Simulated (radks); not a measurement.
Values are calculated unless marked as measured or tabulated.
Q: These are the eigenvalues of the occupied orbitals of an atom or ion with whole-number occupations (hartree). Code: a radial shooting solver on a logarithmic mesh with Libxc functionals. Model: scalar-relativistic Kohn-Sham, RPBE, spin-polarised, spherical densities, point nucleus.

| orbital | eigenvalue |
|---|---|
| 1s down | -728.7429 |
| 1s up | -728.7422 |
| 2s up | -103.1206 |
| 2s down | -103.1025 |
| 2p up | -92.19375 |
| 2p down | -92.18055 |
| 3s up | -17.74211 |
| 3s down | -17.73366 |
| 3p up | -14.16294 |
| 3p down | -14.15321 |
| 3d up | -8.34750 |
| 3d down | -8.33132 |
| 4s up | -2.63640 |
| 4s down | -2.53544 |
| 4p up | -1.69358 |
| 4p down | -1.57984 |
| 4d up | -0.41774 |

Which element is it, and in what charge state? The configuration may be excited. Open shells, if any, are filled with parallel spins first.

A: Z = 42, molybdenum, charge +1: Mo+ in [Kr] 4d5. The list shows which subshells hold electrons but not how many an open one holds; the 1s level, -728.74 hartree, gives Z - s = 38.2 by -(Z - s)^2/2, which with screening and relativity narrows Z to a few neighbours, and the depths of the outer levels then fix element, charge and occupations together.
